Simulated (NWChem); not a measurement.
## Correlation energy of C$_{2}$H$_{5}$S

```xyz
8

C     -1.6864     0.1477     0.0861
C     -0.3891    -0.5151     0.3730
S      1.1339     0.0870    -0.1977
H     -1.9934     0.0428    -0.9740
H     -2.4890    -0.2847     0.7026
H     -1.6497     1.2305     0.2990
H     -0.3504    -1.5708     0.6546
H      0.7924     1.3940    -0.2734
```
Charge 0, spin multiplicity 2.

The numbers come from NWChem runs, not from measurements. All single points use one geometry, from UPBE0/def2-SVP, a minimum by its harmonic frequencies. It is one conformer; others weren't searched.

Basis set: 3-21G. Each correlation energy counts from its own Hartree-Fock reference.

The correlated methods keep 7 core orbitals frozen. The structure started from a generated list of species. The stability of the SCF solutions was not checked. Open-shell Hartree-Fock references start from PBE0 orbitals. No row is a measurement; the coupled-cluster row has its own basis-set and correlation limits.

```
method           correlation energy (mHa)
---------------  ------------------------
UMP2                               -221.9
SCS-UMP2                           -226.8
CCSD on UHF                        -259.6
CCSD[T] on UHF                          …
CCSD(T) on UHF                     -265.2
CCSD on ROHF                            …
CCSD[T] on ROHF                         …
CCSD(T) on ROHF                    -269.3
```

Q: What belongs in the gaps?

A: 
- CCSD[T] on UHF, correlation energy (mHa): -265.7
- CCSD on ROHF, correlation energy (mHa): -263.4
- CCSD[T] on ROHF, correlation energy (mHa): -269.8
